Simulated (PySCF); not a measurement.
The linear singlet lies higher and needs more than one determinant, so no gap is given.

B3LYP has the VWN-RPA correlation part, as in Gaussian. 

Cartesian coordinates (Å):
```xyz
3

C     -1.3946     0.0071     0.0000
C     -0.0861    -0.0123     0.0000
S      1.4792    -0.0335     0.0000
```
Charge 0, spin multiplicity 3.

### Question
What is the computed total energy, dipole moment and highest occupied spin orbital (B3LYP-D3(BJ)/def2-TZVP run with PySCF 2.14.0)?

### Answer

```json
{
 "total_energy": "-474.2939 Ha",
 "dipole_moment": "3.08 D",
 "highest_occupied_spin_orbital": "-7.83 eV"
}
```
